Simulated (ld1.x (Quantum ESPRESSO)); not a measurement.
Results of a calculation; reference values are marked as such.
**Hardness and transferability of assorted potentials**

Generated with ld1.x 7.5 (TM, RRKJ, ultrasoft, PAW), atompaw 4.2 or ONCVPSP 4.0.1. The cutoff is in Ry: for ld1.x and atompaw files where the sum of valence levels is converged to 10 mRy in a Bessel basis, for ONCV files where the hardest occupied wave has 1 mHa per electron of residual kinetic energy. The error is the largest all-electron minus pseudo excitation energy over each file’s own four to seven test configurations (ionisations up to +4, promotions, holes and added fractions of an electron), all of which were solved. The labels leave out finer settings (local radius, basis sizes, second energies), which also bear on the numbers. Spin-polarised tests are not counted. The rows are a selection from randomly drawn settings: files with unsolved tests, undetermined cutoffs or missed reference levels are left out.

A true bound ghost makes a file unfit for plane-wave use even where its test errors are small: the radial tests pick states by their node count and pass the ghost by.

| element | potential | cutoff (Ry) | largest error (meV) | bound ghosts |
| --- | --- | --- | --- | --- |
| Cu | RRKJ, PBE, scalar-relativistic, rc 1.05/1.15/1.40 (spd), local s, core correction yes, reference 3s2 3p6 3d9 4s0 4p0 | 140 | +1285 | none |
| Te | RRKJ, PBEsol, scalar-relativistic, rc 1.35/1.85/1.00 (spd), local s, core correction yes, reference 4d10 5s1.75 5p4.25 | 180 | -235 | none |
| Tm | TM, LDA (PZ), scalar-relativistic, rc 1.90/1.95/1.85 (spd), local s, core correction yes, reference 5s2 5p6 5d1 6s0 6p0 | 35 | +2367 | none |
| Os | ultrasoft, LDA (PZ), non-relativistic, rc 2.90/2.55/1.35 (spd), local smoothed, core correction yes, reference 5d6 6s2 6p0 | 50 | -515 | s, p |
| Bi | TM semilocal, PBE, scalar-relativistic, rc 1.80/1.85 (sp), local s, core correction no, reference 6s2 6p3 | 35 | +169 | none |

Fill in the row for O: TM, PBEsol, scalar-relativistic, rc 0.90/1.25/1.05 (spd), local d, core correction yes, reference 2s2 2p4.

cutoff 90 Ry, largest error +1145 meV, bound ghosts: none.

Fill in the row for P: TM, Wu–Cohen, scalar-relativistic, rc 1.65/1.45 (sp), local p, core correction yes, reference 3s1.5 3p3.5.

cutoff 35 Ry, largest error +124 meV, bound ghosts: none.
